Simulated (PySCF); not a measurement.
Species: BCl2(vinyl), C2H3BCl2.
SMILES: `C=CB(Cl)Cl`

The closed-shell ground state was solved at several levels (PySCF, density fitting, gas phase, non-relativistic). Geometry: PBE0-D3(BJ)/def2-SVP, one conformer, isolated molecule.

```tsv
level	basis functions	HOMO (eV)	LUMO (eV)	gap (eV)	dipole (D)
PBE0/pcSseg-1	114	-8.60	-2.27	6.33	2.16
wB97X-D/def2-SVPD	138	-10.43	-0.50	9.93	2.08
```

(1) What might B3LYP/pcSseg-1 (114 basis functions) give for the same quantities?

(2) Over all these levels, which gives the widest orbital gap and which the narrowest?

(3) How far do the dipole and the HOMO energy spread over the levels?

Results:

(1) HOMO -8.32 eV, LUMO -2.41 eV, gap 5.91 eV, dipole 2.09 D.

(2) wB97X-D/def2-SVPD (range-separated hybrid) has the widest, 9.93 eV, and B3LYP/pcSseg-1 (global hybrid, 20 % exact exchange) the narrowest, 5.91 eV. Functional and basis both differ between the two, so the spread mixes both effects.

(3) The dipole runs from 2.08 to 2.16 D (mean 2.11 D) and the HOMO from -10.43 to -8.32 eV.
